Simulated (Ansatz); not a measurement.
`OP1[SiH2]C[Se]1`. Total charge 0; spin multiplicity 1. Correlated methods include outer-core shells of Se, which these sets cover unevenly. Scalar relativity is left out up to krypton.

| atom | x (Å) | y (Å) | z (Å) |
| --- | --- | --- | --- |
| O1 | -0.2428 | 2.0086 | -0.9913 |
| P2 | -0.8586 | 1.4275 | 0.4410 |
| Si3 | 0.7602 | -0.1190 | 0.8233 |
| C4 | -0.0471 | -1.3951 | -0.2943 |
| Se5 | -1.8368 | -0.5702 | -0.1064 |
| H6 | -0.8157 | 2.6968 | -1.3435 |
| H7 | 2.1610 | 0.2822 | 0.5082 |
| H8 | 0.6725 | -0.5481 | 2.2426 |
| H9 | -0.0540 | -2.4262 | 0.0579 |
| H10 | 0.2614 | -1.3565 | -1.3376 |

Question: Give the diagnostics of a CCSD(T)/def2-TZVPP run (frozen core, the Gaussian-basis code of Ansatz). (Estimate.)

Answer: Computed: T1 = 0.0132, largest single amplitude 0.021, largest double 0.028, (T) share of the correlation energy 4.3 %, 10 CCSD cycles. The RHF solution is stable towards an unrestricted one. T1 lies under the customary mark of 0.02 for closed shells.
